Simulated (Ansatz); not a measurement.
Reaction (cleavage of the Si–Si bond): `[AlH2][SiH]([SiH3])O[SiH3]` + `[NH2][Al]([OH])[F]` → `[NH2][Al]([F])[O][SiH3]` + `[AlH2][SiH2]O[SiH3]`

Computed with Ansatz on PBE0-D4/def2-TZVP structures; ΔE is electronic, products minus reactants. CCSD(T)/CBS is the MP2 limit (def2-TZVPP, def2-QZVPP) plus CCSD(T) − MP2 in def2-TZVPP, frozen cores. Functionals use def2-TZVPP. Each species was taken in one conformer, which may not be the lowest.

```
    level  ΔE (eV)
r2SCAN-D4    -1.05
   B2PLYP    -1.21
```

**Question.** What does CCSD(T)/CBS give? (An estimate is asked.)

**Answer.** The calculation gave: -1.13 eV. The listed levels differ from it by 0.08, -0.08 eV.

Largest T1 diagnostic among the species: 0.013.

The D4 term adds +0.07 eV with B3LYP and +0.04 eV with PBE0; it sums over pairs of atoms, weighted by their polarisabilities, and B3LYP, whose exchange is more repulsive, gets the larger term. From PBE to PBE0 (25 % exact exchange), in def2-TZVPP and without D4, ΔE moves by −0.11 eV. In def2-TZVPP, CCSD(T) changes the Hartree–Fock value by +0.38 eV (the triples alone add +0.06 eV) and MP2 by +0.32 eV.

B3LYP here is the variant with VWN-RPA as its local correlation; programs differ in this.
